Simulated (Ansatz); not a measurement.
Reaction (ligand exchange at the Si–O bond): `[NH2][GaH][O][SiH2]O` + `O[Si](F)(Cl)Cl` → `O[SiH2]O[Si](F)(Cl)Cl` + `[NH2][GaH][OH]`

Isolated molecules relaxed with PBE0-D4/def2-TZVP in Ansatz; ΔE leaves out vibrations. CCSD(T)/CBS adds triple-zeta CCSD(T) − MP2 to the extrapolated MP2 energy (def2 sets, frozen cores). Functionals use def2-TZVPP. B3LYP here is the variant with VWN-RPA as its local correlation; programs differ in this. For Ga outer-core shells are correlated without core-valence functions, which leaves a few kJ/mol of doubt a bond. Scalar relativity is left out up to krypton. One conformer a species, not always the lowest.

| level | ΔE (kJ/mol) | difference from CCSD(T)/CBS |
| --- | --- | --- |
| PBE-D4 | 6.5 | 2.7 |
| r2SCAN-D4 | 6.9 | 3.1 |
| B3LYP-D4 | 4.1 | 0.3 |
| B2PLYP | 4.7 | 0.9 |
| r2SCAN | 7.2 | 3.4 |
| PBE0 | 6.1 | 2.3 |
| B3LYP | 3.5 | -0.3 |
| HF/def2-TZVPP | 1.0 | -2.8 |
| MP2/def2-TZVPP | 6.0 | 2.2 |
| CCSD(T)/def2-TZVPP | 6.3 | 2.5 |
| HF/def2-QZVPP | -0.5 | -4.3 |
| MP2/def2-QZVPP | 4.1 | 0.3 |
| SCS-MP2/def2-QZVPP | 2.9 | -0.9 |
| HF/CBS(def2) | -0.7 | -4.5 |
| MP2/CBS(def2) | 3.6 | -0.2 |
| CCSD/CBS(def2) | 2.6 | -1.2 |
| CCSD(T)/CBS | 3.8 | 0 |

Largest T1 diagnostic among the species: 0.014.

In def2-TZVPP, CCSD(T) changes the Hartree–Fock value by +5.3 kJ/mol (the triples alone add +1.2 kJ/mol) and MP2 by +5.1 kJ/mol.
